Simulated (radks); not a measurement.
Problem. The cerium ion Ce4+, [Xe]. Method: non-relativistic Kohn-Sham, exchange-only LDA, spin-polarised, spherical densities, point nucleus; computed with a radial shooting solver on a logarithmic mesh with Libxc functionals. Every spin shell is full or empty, so the densities are truly spherical. Functionals are evaluated on that one density, not self-consistently. Rank these orbital-free kinetic functionals by their error against the exact value of the orbitals, and give that value: Thomas-Fermi, von Weizsacker, TF + vW, TF + vW/9, TF + vW/5, LC94, APBEK, Perdew 92, LKT, DePristo-Kress, Ernzerhof.

Solution. Exact: 8555.05 hartree. From best to worst, with 100 (|E| - |E exact|)/|E exact| (equal figures are ties): LC94 +0.01, APBEK +0.05, DePristo-Kress -0.17, Ernzerhof -0.47, Perdew 92 -0.72, TF + vW/9 -0.73, TF + vW/5 +2.79, Thomas-Fermi -5.13, LKT +18.07, TF + vW +34.47, von Weizsacker -60.40.
